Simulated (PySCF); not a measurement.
**Working out the excitation energy of Sn**

Sn [Kr] 4d10 5s2 5p2 (3P) → Sn [Kr] 4d10 5s1 5p2 6s1 (5P). Computed with PySCF 2.14 in aug-cc-pVDZ-PP with ECP28MDF (5s4p3d, 32 functions), with a scalar-relativistic core potential. Frozen: 4s2 4p6 4d10. Energies in hartree (1 hartree = 27.21139 eV):

```json
{"part": "UHF", "Sn (lower)": "-213.335453", "Sn (upper)": "-213.030304"}
{"part": "MP2 opposite-spin", "Sn (lower)": "-0.028959", "Sn (upper)": "0.000000"}
{"part": "MP2 same-spin", "Sn (lower)": "-0.006346", "Sn (upper)": "-0.011045"}
```

Problem. What does Hartree-Fock give?

Solution. (-213.030304) − (-213.335453) = 0.305149 hartree = 8.304 eV.

Problem. What do MP2 and SCS-MP2 (6/5 opposite-spin, 1/3 same-spin) give?

Solution. The opposite-spin parts differ by 0.788 eV and the same-spin parts by -0.128 eV. MP2: 8.304 + (0.788) + (-0.128) = 8.964 eV. SCS-MP2: 8.304 + 1.2 × (0.788) + (-0.128)/3 = 9.207 eV.

The upper state lies above the first ionisation limit, but in LS coupling its spin forbids autoionisation to the ground ion; at this Z spin-orbit coupling breaks that rule. A Rydberg-like electron needs more diffuse functions than a valence basis has.

A double-zeta basis recovers only part of the correlation energy.
